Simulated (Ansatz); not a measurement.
Frontier orbitals of C₂H₇BSi (`BC1C[SiH2]1`).

Z-matrix (Å, degrees):
```
Si
C 1 1.928
B 1 2.466 2 37.4
C 1 1.848 2 47.3 3 -128.1
H 1 1.475 2 114.3 3 123.3
H 1 1.472 2 122.9 3 -25.8
H 2 1.089 1 109.8 3 -122.6
H 3 1.197 1 124.2 2 103.4
H 3 1.202 1 92.9 2 -126.9
H 4 1.084 1 119.4 2 -109.5
H 4 1.086 1 115.6 2 109.4
```

The species carries charge 0 and has multiplicity 1. The geometry is a stationary point of PBE0-D4/def2-TZVP. Basis def2-TZVPP, Ansatz 0.2.0.

Orbital energies of one run (eV). Highest occupied ones, from the top: -6.18, -7.23, -8.13, -8.36, -8.93, -9.96, -11.08, -12.19, -12.96, -15.14, -19.93, -94.61, -94.62, -94.68. Empty: -1.10, -1.01, 0.05, 0.13, 0.98, 1.29.

Question: Which functional gave them?
A. BHLYP
B. revPBE
C. r2SCANh
D. PBE0

Answer: B. HOMO energies: revPBE -6.18, PBE0 -7.23, BHLYP -8.04, r2SCANh -6.77 eV.
